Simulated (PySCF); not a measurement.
# Excitation energy of F²⁺ by level of theory

F²⁺ [He] 2s2 2p3 (4S) → F²⁺ [He] 2s1 2p3 3s1 (6S), as a difference of total energies. Computed with PySCF 2.14 in dyall-acv3z (15s9p4d2f, 76 functions), with the non-relativistic Hamiltonian (point nucleus). Correlated levels: valence: 1s2 frozen; virtual orbitals above 40 to 60 times the deepest correlated orbital energy dropped. The calculations carry no spin-orbit coupling.

| method | excitation energy (eV) |
| --- | --- |
| UHF | 46.093 |
| MP2 (valence) | 47.979 |
| SCS-MP2 (valence) | 48.483 |
| CCSD (valence) | 48.210 |
| CCSD(T) (valence) | 48.240 |

**Question.** How much does correlation contribute at CCSD(T) (valence)?

**Answer.** 48.240 − (46.093) = 2.147 eV, measured against UHF.

The promoted electron is Rydberg-like, and one or two diffuse shells describe it only roughly, which tends to raise the upper state.
